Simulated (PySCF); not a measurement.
C3H8Si. Atoms are numbered in the order given.

```xyz
12

C      1.3352    -0.1831     0.0000
C      0.3986     0.1530    -1.2047
Si    -1.0615    -0.0565     0.0000
C      0.3986     0.1530     1.2047
H      2.2972     0.3568     0.0000
H      1.5711    -1.2600     0.0000
H      0.5078     1.2057    -1.5137
H      0.5057    -0.4810    -2.0965
H     -1.6500    -1.4296     0.0000
H     -2.1781     0.9372     0.0000
H      0.5078     1.2057     1.5137
H      0.5057    -0.4810     2.0965
```

Geometry: B3LYP-D3(BJ)/def2-SVP.

The numbers are results of PySCF with PBE0/pcSseg-1, not measurements.

GIAO shieldings, no solvent; atoms listed in one row are averaged. δ = σ(ref) − σ: ¹³C against TMS (σ = 186.3 ppm); ²⁹Si against TMS (σ = 352.7 ppm); ¹H against TMS (σ = 31.56 ppm), references at their B3LYP-D3(BJ)/def2-TZVP geometries, non-relativistic.

Estimate the chemical shifts. (An estimate is asked for; the answer gives what the named calculation found.)


```
nucleus    atoms  count  δ (ppm)
-------  -------  -----  -------
¹³C           C1      1     27.9
¹³C       C2, C4      2     13.8
²⁹Si         Si3      1    -22.6
¹H       H9, H10      2     5.15
¹H            H5      1     2.70
¹H            H6      1     2.58
¹H       H7, H11      2     1.71
¹H       H8, H12      2     1.35
```
